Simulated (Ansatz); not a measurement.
Basis-set extrapolation for `O=C=NC[SiH3]` (PBE0-D4/def2-TZVP geometry, frozen core, the Gaussian-basis code of Ansatz). Multiplicity 1, RHF reference.

|  | def2-TZVPP | def2-QZVPP |
| --- | --- | --- |
| HF | -496.979057 | -496.997221 |
| MP2 correlation | -0.869024 | -0.930581 |
| CCSD(T) correlation | -0.936265 | not run |

Energies in hartree. Use E(X) = E(∞) + A·exp(−7.88·√X) for Hartree–Fock and E(X) = E(∞) + B·X^(−2.97) for correlation, with X = 3 and 4, and add CCSD(T) minus MP2 of the smaller set to the MP2 limit.

Problem. What is the CCSD(T) energy at the basis-set limit?

Solution. HF limit: -496.997221 + (-0.018164) × 0.13774 = -496.99972. MP2 limit: -0.930581 + (-0.061557) × 0.74074 = -0.97618. Higher-order term: -0.936265 − (-0.869024) = -0.06724. Total: -498.04314 hartree, 80.2 kcal/mol below CCSD(T)/def2-TZVPP.
